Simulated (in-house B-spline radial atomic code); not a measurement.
Binding energies in the rubidium ion Rb²⁺

NIST's tabulated ground configuration is [Ar] 3d10 4s2 4p5; each binding energy is the energy of the ion with one electron taken from that subshell, relaxed, less that of the parent. All numbers are computed (Dirac-Hartree-Fock, average of configuration; Fermi nucleus of rms radius 4.2036 fm) with an all-electron radial atomic-structure program (B-spline basis), not measured. Energies include first-order Breit, QED and recoil terms.

```tsv
subshell	X-ray name	binding energy (eV)	-ε (eV)	relaxation (eV)
1s	K	15227.6	15316.5	53.0
3s	M1	353.4	361.5	7.6
3d3/2	M4	139	147.0	8.0
3d5/2	M5	137.5	145.3	7.9
4s	N1	59.13	60.04	0.87
4p	N2,3	39.1	39.84	0.72
```

Relaxation = -ε minus the binding energy without Breit, QED and recoil terms.

Q: What does it cost to remove both a 1s and a 3d5/2 electron?

A: 15402 eV, which is 36.94 eV more than the two single binding energies together.
